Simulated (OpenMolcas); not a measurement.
**Se+: thermal populations, Slater's ratio, worked from levels**

| Property | Result |
| --- | --- |
| Program | OpenMolcas |
| Basis | ANO-RCC-VTZP [6s5p3d1f] |
| Scalar Hamiltonian | DKH2, point nucleus |
| Active space | 5 electrons in 8 orbitals (4s 4p 5s 5p) |
| State averaging | 2S+1 = 4 odd, 1 root; 2S+1 = 2 odd, 8 roots; 2S+1 = 4 even, 3 roots; 2S+1 = 2 even, 9 roots |
| Spin-orbit coupling | RASSI with atomic mean-field integrals over the reference wave functions, term energies averaged over their components |

Methods: CASSCF; SS-CASPT2, IPEA 0.25 Eh, imaginary shift 0.1 Eh (closed shells correlated: 3d). Measured levels: NIST Handbook of Basic Atomic Spectroscopic Data.

**Thermal populations.** Z = Σ (2J + 1) exp(-E/kT) with k = 0.695035 cm-1/K, over the levels below. No other level of either list lies under 90000 cm-1, which is above 7 kT at each temperature.

```json
{"Level": "4s² 4p³ ⁴S°_3/2", "2J + 1": "4", "SS-CASPT2": "0.0", "measured": "0.0"}
{"Level": "4s² 4p³ ²D°_3/2", "2J + 1": "4", "SS-CASPT2": "14510", "measured": "13168"}
{"Level": "4s² 4p³ ²D°_5/2", "2J + 1": "6", "SS-CASPT2": "15020", "measured": "13784"}
{"Level": "4s² 4p³ ²P°_1/2", "2J + 1": "2", "SS-CASPT2": "24220", "measured": "23038"}
{"Level": "4s² 4p³ ²P°_3/2", "2J + 1": "4", "SS-CASPT2": "24830", "measured": "23895"}
{"Level": "4s 4p⁴ ⁴P_5/2", "2J + 1": "6", "SS-CASPT2": "85360", "measured": "83877"}
{"Level": "4s 4p⁴ ⁴P_3/2", "2J + 1": "4", "SS-CASPT2": "86860", "measured": "85580"}
{"Level": "4s 4p⁴ ⁴P_1/2", "2J + 1": "2", "SS-CASPT2": "87630", "measured": "86438"}
```

```json
{"T (K)": "5000", "Z, SS-CASPT2": "4.146", "Z, measured levels": "4.211", "Ground level (%), SS-CASPT2": "96.5", "Ground level (%), measured levels": "95.0"}
{"T (K)": "8000", "Z, SS-CASPT2": "4.769", "Z, measured levels": "4.964", "Ground level (%), SS-CASPT2": "83.9", "Ground level (%), measured levels": "80.6"}
{"T (K)": "12000", "Z, SS-CASPT2": "6.007", "Z, measured levels": "6.329", "Ground level (%), SS-CASPT2": "66.6", "Ground level (%), measured levels": "63.2"}
```

At 12000 K, kT = 8340 cm-1, and the computed levels give Z = 4.000 + 0.702 + 0.991 + 0.110 + 0.204 + 0.000 + 0.000 + 0.000 = 6.007.

**Slater's ratio.** With one set of orbitals, p3 has ²D° - ⁴S° = 9 F2 and ²P° - ²D° = 6 F2 (F2 = F²/25), a ratio of 2/3. Term energies are centres of gravity, weighted by 2J + 1.

```
   Source  ²D° - ⁴S°  ²P° - ⁴S°  F2 from the first  Ratio
   CASSCF      17196      24720               1911  0.438
SS-CASPT2      14815      24627               1646  0.662
 measured      13538      23609               1504  0.744
```

Energies in cm-1. A ratio away from 2/3 shows effects beyond one configuration with one set of orbitals, and in heavier atoms second-order spin-orbit shifts. In CASSCF the valence s occupation is 1.96 in ²P° against 2.00 in ²D°: mixing out of s² acts most on ²P° and pulls it down.

CASPT2 does not keep the components of a term degenerate, so their means are used; among the terms shown or strongly mixed into the levels shown the widest spread is 100 cm-1 (4s² 4p³ ²D°, SS-CASPT2). Over all roots computed the reference weight is 0.84 to 0.96 in SS-CASPT2; the roots of lowest weight are the least certain, and an intruder state may touch them. Active for correlation alone: 5p 5s; no level in the range computed is led by a configuration that fills them, so any true level of that kind is missing. Terms of s pⁿ other than that of highest spin mix with s² pⁿ⁻² d, which this space lacks; all of them can be thousands of cm-1 off, and some have no real level of that name. Without dynamic correlation excited terms often stand tens of per cent too high (terms of higher spin than the ground term too low), and those without a measured partner can miss by more than the paired ones (holds for CASSCF). Measured partners are found by configuration, term and J. A level has none where our copy of the source lacks it or the pairing is in doubt (some pairs that miss far off the trend of their configuration count as doubtful), and it then counts in no deviation. Levels of configurations outside the active space are missing.

° marks odd parity.
